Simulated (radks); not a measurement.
The numbers below are computed, except where a source is named.
Trend from Cu+ to Au+: ionisation energy by Delta-SCF between NIST ground configurations, and size. Level of theory: scalar-relativistic Kohn-Sham, PBEsol, spin-unpolarised, spherical densities, finite nucleus; Fermi nuclear charge, rms radius of each element as measured or else 0.836 A^(1/3) + 0.57 fm (a radial shooting solver on a logarithmic mesh with Libxc functionals).

species,configuration,IE (eV),NIST (eV),kind
Cu+,[Ar] 3d10,21.313,20.292,exp.
Ag+,[Kr] 4d10,22.114,21.484,exp.
Au+,[Xe] 4f14 5d10,21.239,20.20,exp.

Reference values: NIST Atomic Spectra Database (exp. = measured, semi-emp. = semi-empirical, theory = theoretical value adopted there). Spin polarisation and multiplet splitting are left out, so open shells lie too high by an amount that depends on their filling. Spin-orbit splitting is averaged out at the scalar-relativistic level.

Beside tabulated values, note that spin-unpolarised runs miss the spin-polarisation part of the exchange energy of open shells.
